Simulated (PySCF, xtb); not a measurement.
SbF₅, SMILES [F][Sb]([F])([F])([F])[F].

GFN2-xTB (xtb) at its own geometry gives an orbital gap of 6.32 eV and a dipole moment of 0.05 D.

The structure is a stationary point at B3LYP-D3(BJ)/def2-SVP. The isomer is the one that the SMILES or the coordinates give; other isomers of the formula were not compared. The def2 effective core potentials stand for the cores of Sb; spin–orbit coupling is left out.

Question: What does ωB97X/def2-TZVP run with PySCF give? (The exact figures need the calculation; the answer reports its results.)

Answer: gap 12.47 eV (levels -14.96 and -2.49 eV), dipole 0.00 D.
